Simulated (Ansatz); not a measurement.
Computed with Ansatz on PBE0-D4/def2-TZVP structures; ΔE is electronic, products minus reactants. CCSD(T)/CBS adds triple-zeta CCSD(T) − MP2 to the extrapolated MP2 energy (def2 sets, frozen cores). For Se outer-core shells are correlated without core-valence functions, which leaves a few kJ/mol of doubt a bond. Scalar relativity is left out up to krypton. One conformer a species, not always the lowest.

Reaction (isomerisation): `C[Si]1([SeH])CO1` → `CC1(O)[SiH2][Se]1`

```json
{"species": "`C[Si]1([SeH])CO1`", "CCSD/def2-TZVPP energy (Eh)": "-2843.97299"}
{"species": "`CC1(O)[SiH2][Se]1`", "CCSD/def2-TZVPP energy (Eh)": "-2843.93278"}
```

Q: Work out ΔE.

A: ΔE = (-2843.93278) − (-2843.97299) = 0.04021 Eh = +105.6 kJ/mol. CCSD(T)/CBS gives +99.7 kJ/mol.

Largest T1 diagnostic among the species: 0.012.

In def2-TZVPP, CCSD(T) changes the Hartree–Fock value by −10.0 kJ/mol (the triples alone add −4.7 kJ/mol) and MP2 by −11.5 kJ/mol. From PBE to PBE0 (25 % exact exchange), in def2-TZVPP and without D4, ΔE moves by +3.5 kJ/mol.
